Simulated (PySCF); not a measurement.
## BI, HF: how much the basis matters

PySCF, RHF reference; singlet, unpaired electrons none; De to B + I without counterpoise correction.

```csv
basis,relativity,functions,Re (Å),ωe (cm⁻¹),De (eV),μ (D)
cc-pVDZ/cc-pVDZ-PP,scalar-relativistic core potentials,37,2.167,569,2.19,0.71
x2c-SVPall,spin-free X2C,50,2.141,590,2.29,1.18
aug-cc-pVDZ/aug-cc-pVDZ-PP,scalar-relativistic core potentials,55,2.168,562,2.20,0.81
def2-TZVPP,scalar-relativistic core potentials,81,2.152,567,2.22,0.95
```

Problem. How does each smaller set differ from the one with most functions, def2-TZVPP?

Solution. cc-pVDZ/cc-pVDZ-PP: +1.5 pm, +0.4 % in ωe, -0.03 eV in De; x2c-SVPall: -1.1 pm, +4.1 % in ωe, +0.07 eV in De; aug-cc-pVDZ/aug-cc-pVDZ-PP: +1.6 pm, -0.9 % in ωe, -0.02 eV in De. All at HF; the set with most functions is neither the basis-set limit nor always the best. The rows treat relativity differently, so the differences are not basis effects alone.

A positive dipole means B(−)I(+). Spin–orbit coupling is left out, which matters for elements this heavy, above all for dissociation energies. Where the molecule has an RHF reference, its open-shell atoms are computed with UHF. Hartree–Fock leaves out correlation, which carries a large part of most bond energies and some tenths to 1 eV of ionisation energies.
